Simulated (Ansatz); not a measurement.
Consider the formal exchange of groups at the Al–O bond: `C[Si](F)(F)[O][AlH2]` + `CCCSCC` → `CCC[S][AlH2]` + `CCO[Si](C)(F)F`.

Calculated with Ansatz (gas phase, PBE0-D4/def2-TZVP geometries, no zero-point term in ΔE). CCSD(T)/CBS adds triple-zeta CCSD(T) − MP2 to the extrapolated MP2 energy (def2 sets, frozen cores). Functionals use def2-TZVPP. One conformer a species, not always the lowest.

```
             level  ΔE (kcal/mol)  difference from CCSD(T)/CBS
         r2SCAN-D4           20.0                         -2.0
           PBE0-D4           19.1                         -2.9
           ωB97X-V           20.3                         -1.7
               PBE           17.9                         -4.1
            r2SCAN           19.9                         -2.1
     HF/def2-TZVPP           21.1                         -0.9
SCS-MP2/def2-TZVPP           23.0                          1.0
    MP2/def2-QZVPP           23.9                          1.9
SCS-MP2/def2-QZVPP           23.4                          1.4
      HF/CBS(def2)           21.8                         -0.2
       CCSD(T)/CBS           22.0                            0
```

Largest T1 diagnostic among the species: 0.012.

From PBE to PBE0 (25 % exact exchange), in def2-TZVPP and without D4, ΔE moves by +1.0 kcal/mol.
